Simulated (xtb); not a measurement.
xtb input (GFN2-xTB):

```bash
xtb mol.xyz --gfn 2 --sp --chrg 0 --uhf 0
```
mol.xyz:
```
12

C      1.36890104    -0.78767273    -0.20575247
C      0.31369595     0.26742299    -0.01218699
F      0.66521317     1.41081538    -0.70185638
F      0.26941409     0.62706014     1.31379288
C     -1.08860179    -0.09777161    -0.47035107
O     -1.45156951    -1.32835526     0.12982546
H      1.09225876    -1.68395711     0.34523785
H      2.32178891    -0.40857192     0.16091230
H      1.45970645    -1.03200985    -1.26360670
H     -1.75163970     0.71994439    -0.17354091
H     -1.07936769    -0.16804281    -1.56360020
H     -2.40580724    -1.43327202     0.07830890
```

End of the output:

```
         :::::::::::::::::::::::::::::::::::::::::::::::::::::
         ::                     SUMMARY                     ::
         :::::::::::::::::::::::::::::::::::::::::::::::::::::
         :: total energy             -23.011967201075 Eh    ::
         :: gradient norm              0.020491375383 Eh/a0 ::
         :: HOMO-LUMO gap             11.304461147164 eV    ::
         ::.................................................::
         :: SCC energy               -23.164623826393 Eh    ::
         :: -> isotropic ES            0.053507225121 Eh    ::
         :: -> anisotropic ES          0.000827576192 Eh    ::
         :: -> anisotropic XC         -0.008661254402 Eh    ::
         :: -> dispersion             -0.005570750450 Eh    ::
         :: repulsion energy           0.152656625317 Eh    ::
         :: add. restraining           0.000000000000 Eh    ::
         :: total charge              -0.000000000000 e     ::
         :::::::::::::::::::::::::::::::::::::::::::::::::::::

           -------------------------------------------------
          |                Property Printout                |
           -------------------------------------------------

    * Orbital Energies and Occupations

         #    Occupation            Energy/Eh            Energy/eV
      -------------------------------------------------------------
         1        2.0000           -0.8340252             -22.6950
       ...           ...                  ...                  ...
         7        2.0000           -0.5977161             -16.2647
         8        2.0000           -0.5796605             -15.7734
         9        2.0000           -0.5715911             -15.5538
        10        2.0000           -0.5548163             -15.0973
        11        2.0000           -0.5421939             -14.7538
        12        2.0000           -0.5136773             -13.9779
        13        2.0000           -0.5083463             -13.8328
        14        2.0000           -0.5003684             -13.6157
        15        2.0000           -0.4965833             -13.5127
        16        2.0000           -0.4892573             -13.3134
        17        2.0000           -0.4820057             -13.1160
        18        2.0000           -0.4570252             -12.4363
        19        2.0000           -0.4405609             -11.9883 (HOMO)
        20                         -0.0251296              -0.6838 (LUMO)
        21                          0.0285791               0.7777
        22                          0.0623502               1.6966
        23                          0.0692800               1.8852
        24                          0.0951512               2.5892
        25                          0.1418139               3.8590
        26                          0.1595539               4.3417
        27                          0.1912347               5.2038
        28                          0.2281876               6.2093
        29                          0.2343536               6.3771
        30                          0.2384601               6.4888
      -------------------------------------------------------------
                  HL-Gap            0.4154313 Eh           11.3045 eV
             Fermi-level           -0.2328453 Eh           -6.3360 eV

     #   Z          covCN         q      C6AA      α(0)
     1   6 C        3.755    -0.129    23.036     6.844
     2   6 C        3.518     0.328    16.791     6.044
     3   9 F        0.788    -0.247    11.735     4.047
     4   9 F        0.787    -0.232    11.566     4.017
     5   6 C        3.678     0.071    19.606     6.343
     6   8 O        1.655    -0.430    21.447     6.252
     7   1 H        0.925     0.088     1.903     2.157
     8   1 H        0.925     0.079     1.991     2.207
     9   1 H        0.925     0.069     2.095     2.263
    10   1 H        0.924     0.053     2.280     2.361
    11   1 H        0.924     0.047     2.362     2.403
    12   1 H        0.805     0.304     0.710     1.324

 Mol. C6AA /au·bohr⁶  :       1071.455877
 Mol. C8AA /au·bohr⁸  :      21982.615998
 Mol. α(0) /au        :         46.261806

Wiberg/Mayer (AO) data.
largest (>0.10) Wiberg bond orders for each atom

 ---------------------------------------------------------------------------
     #   Z sym  total        # sym  WBO       # sym  WBO       # sym  WBO
 ---------------------------------------------------------------------------
     1   6 C    3.983 --     2 C    0.997     9 H    0.980     8 H    0.978
                             7 H    0.976
     2   6 C    3.848 --     1 C    0.997     5 C    0.971     4 F    0.933
                             3 F    0.919
     3   9 F    1.019 --     2 C    0.919
     4   9 F    1.036 --     2 C    0.933
     5   6 C    3.962 --     6 O    1.006     2 C    0.971    10 H    0.969
                            11 H    0.965
     6   8 O    1.954 --     5 C    1.006    12 H    0.895
     7   1 H    0.992 --     1 C    0.976
     8   1 H    0.994 --     1 C    0.978
     9   1 H    0.995 --     1 C    0.980
    10   1 H    0.997 --     5 C    0.969
    11   1 H    0.998 --     5 C    0.965
    12   1 H    0.908 --     6 O    0.895
 ---------------------------------------------------------------------------

Topologies differ in total number of bonds
Writing topology from bond orders to xtbtopo.mol

molecular dipole:
                 x           y           z       tot (Debye)
 q only:       -0.468      -0.747      -0.567
   full:       -0.707      -0.695      -0.701       3.086
molecular quadrupole (traceless):
                xx          xy          yy          xz          yz          zz
 q only:        6.562      -1.490      -3.637       0.850       0.617      -2.924
  q+dip:        9.107      -1.862      -5.616       1.453       1.661      -3.491
   full:        8.918      -1.564      -5.283       1.345       1.237      -3.635

           -------------------------------------------------
          | TOTAL ENERGY              -23.011967201075 Eh   |
          | GRADIENT NORM               0.020491375383 Eh/α |
          | HOMO-LUMO GAP              11.304461147164 eV   |
           -------------------------------------------------

------------------------------------------------------------------------
------------------------------------------------------------------------
Note: The following floating-point exceptions are signalling: IEEE_UNDERFLOW_FLAG IEEE_DENORMAL
normal termination of xtb
 total:
 SCF:
```
